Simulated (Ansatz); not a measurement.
Cost and result for the atomization energy of CdFH6NSi2, SMILES `[F][Cd][N]([SiH3])[SiH3]` (11 atoms, 10 bonds).

```xyz
11

F     1.023    3.669    1.537
Cd    0.545    1.947    0.813
N     0.064    0.160    0.049
Si   -1.098    0.111   -1.223
Si    0.781   -1.240    0.752
H    -1.349    1.504   -1.693
H    -0.605   -0.703   -2.370
H    -2.402   -0.465   -0.789
H     1.863   -0.805    1.683
H     1.371   -2.124   -0.292
H    -0.193   -2.054    1.534
```

The species carries charge 0 and has multiplicity 1. Correlated methods include outer-core shells of Cd, which these sets cover unevenly. Cd: def2 effective core potential. The geometry is a stationary point of PBE0-D4/def2-TZVP. It is one conformer, not always the lowest. Program: Ansatz. All runs use 4 threads of an AMD EPYC 9R45 on a shared host. Times are those of one run each, without the atoms' runs, and a repeat can differ threefold. Electronic energies, without spin–orbit coupling; frozen cores. CCSD(T)/CBS adds CCSD(T) − MP2 in def2-TZVPP to the MP2 limit, and its time is that of the two runs behind it. T1 = 0.015. With those shells the extrapolation isn't a true limit.

CCSD(T)/CBS is a level of theory with its own doubt, some kJ/mol a heavy atom from the limit and from the frozen cores, so smaller differences don't rank the functionals.

```csv
level,functions,atomization (kJ/mol),difference from CCSD(T)/CBS,per bond
PBE-D4/def2-TZVPP (with forces),286,3154.1,-27.4,-2.7
revPBE-D4/def2-TZVPP,286,3089.3,-92.2,-9.2
B2PLYP/def2-TZVPP,286,3113.9,-67.6,-6.8
CCSD(T)/def2-TZVPP,286,3074.3,-107.2,-10.7
PBE0-D4/def2-TZVPP,286,3116.0,-65.5,-6.5
BHLYP-D4/def2-TZVPP,286,3091.6,-89.9,-9.0
CAM-B3LYP-D4/def2-TZVPP,286,3189.8,8.3,0.8
ωB97M-V/def2-TZVPP (with forces),286,3186.8,5.3,0.5
MP2/def2-QZVPP,522,3166.6,-14.9,-1.5
CCSD(T)/def2-SVP,125,2924.3,-257.2,-25.7
B97M-V/def2-TZVPP,286,3164.6,-16.9,-1.7
ωB97X-V/def2-TZVPP,286,3216.7,35.2,3.5
CCSD(T)/CBS(def2),–,3181.5,0.0,0.0
```

(1) Order the runs by time, with rough figures. (Estimate.)

Answers

(1) Ansatz gave: revPBE-D4/def2-TZVPP 1.1 s; PBE-D4/def2-TZVPP (with forces) 1.3 s; PBE0-D4/def2-TZVPP 1.6 s; BHLYP-D4/def2-TZVPP 1.7 s; CAM-B3LYP-D4/def2-TZVPP 1.9 s; B2PLYP/def2-TZVPP 2.8 s; B97M-V/def2-TZVPP 3.6 s; ωB97X-V/def2-TZVPP 3.9 s; ωB97M-V/def2-TZVPP (with forces) 5.5 s; CCSD(T)/def2-SVP 6 s; MP2/def2-QZVPP 10 s; CCSD(T)/def2-TZVPP 2.9 min; CCSD(T)/CBS(def2) 3.1 min.

Leaving LDA and LC-ωPBE aside and taking each functional with its dispersion term where it has one, the values spread over 127.5 kJ/mol, from revPBE-D4 to ωB97X-V. LDA lies +438.9 kJ/mol from PBE without D4, its usual overbinding. In def2-TZVPP, CCSD(T) changes the Hartree–Fock value by +808.4 kJ/mol (the triples alone add +43.3 kJ/mol) and MP2 by +832.3 kJ/mol; breaking electron pairs costs correlation energy, which Hartree–Fock lacks. From r2SCAN to r2SCAN0 (25 % exact exchange), in def2-TZVPP and without D4, the atomization energy moves by −53.3 kJ/mol: exact exchange takes away binding that semilocal exchange gives to molecules.
